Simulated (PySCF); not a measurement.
**CH7ClFOPSi2**

CH7ClFOPSi2 is a molecule drawn to mimic a surface site (built as: Si site whose three back bonds go to F, OCH3, PHSiH3; end group Cl), neutral, singlet. The structure, one conformer, was relaxed in the gas phase by PBE0-D3(BJ)/def2-SVP. No frequency run checks that it is a minimum.

SMILES: CO[Si](F)(Cl)P[SiH3]

```csv
atom,x (Å),y (Å),z (Å)
Si1,-0.618,1.272,-0.809
F2,-1.677,1.851,-1.886
O3,-0.832,-0.341,-0.626
C4,-1.959,-1.010,-0.110
P5,1.475,1.525,-1.506
Si6,2.305,0.122,0.079
Cl7,-1.088,2.240,0.950
H8,-2.816,-0.932,-0.798
H9,-1.702,-2.071,0.015
H10,-2.253,-0.599,0.871
H11,1.671,2.717,-0.744
H12,3.737,0.499,0.273
H13,1.588,0.216,1.384
H14,2.220,-1.264,-0.458
```

Shieldings: GIAO PBE0/pcSseg-1. Shifts are against computed references at the same level: C TMS (σ 184.4 ppm), H TMS (σ 31.27 ppm), Si TMS (σ 352.0 ppm). Core levels by delta-SCF with SCAN, pcX-2 on the ionised atom and pcseg-1 elsewhere, spin-free X2C (2p3/2 is the spin-free 2p value less a third of a first-order spin-orbit splitting); from the vacuum level, for chosen atoms.

Question: Give the shieldings and core levels atom by atom.

Answer: 
```json
{"atoms": "Si1", "bonded to": "1 Cl + 1 F + 1 O + 1 P", "σ (ppm)": "353.5", "δ (ppm)": "-1.5", "core level (eV)": "2p3/2 108.80"}
{"atoms": "F2", "bonded to": "1 Si", "σ (ppm)": "279.9", "δ (ppm)": "-", "core level (eV)": "1s 692.43"}
{"atoms": "O3", "bonded to": "1 C + 1 Si", "σ (ppm)": "267.7", "δ (ppm)": "-", "core level (eV)": "1s 538.73"}
{"atoms": "C4", "bonded to": "1 O + 3 H", "σ (ppm)": "132.0", "δ (ppm)": "52.4", "core level (eV)": "-"}
{"atoms": "P5", "bonded to": "2 Si + 1 H", "σ (ppm)": "602.8", "δ (ppm)": "-", "core level (eV)": "2p3/2 136.35"}
{"atoms": "Si6", "bonded to": "1 P + 3 H", "σ (ppm)": "424.2", "δ (ppm)": "-72.2", "core level (eV)": "-"}
{"atoms": "Cl7", "bonded to": "1 Si", "σ (ppm)": "863.1", "δ (ppm)": "-", "core level (eV)": "2p3/2 206.09"}
{"atoms": "H8 H9 H10", "bonded to": "1 C", "σ (ppm)": "27.54", "δ (ppm)": "3.73", "core level (eV)": "-"}
{"atoms": "H11", "bonded to": "1 P", "σ (ppm)": "30.07", "δ (ppm)": "1.20", "core level (eV)": "-"}
{"atoms": "H12 H13 H14", "bonded to": "1 Si", "σ (ppm)": "27.16", "δ (ppm)": "4.10", "core level (eV)": "-"}
```

Values are those of this one static structure, with the three H of a rotating XH3 group averaged; atoms that internal rotation interchanges would show their mean in an NMR spectrum.

Question: By CAM-B3LYP/def2-SVPD (TDDFT singlets, Tamm-Dancoff triplets, ionisation by delta-SCF), where does absorption start, and what does vertical ionisation take?

Answer: The lowest singlet lies at 6.28 eV (f 0.030), the strongest of the first 6 at 7.63 eV (f 0.123), the lowest triplet at 5.49 eV; vertical ionisation takes 9.81 eV.
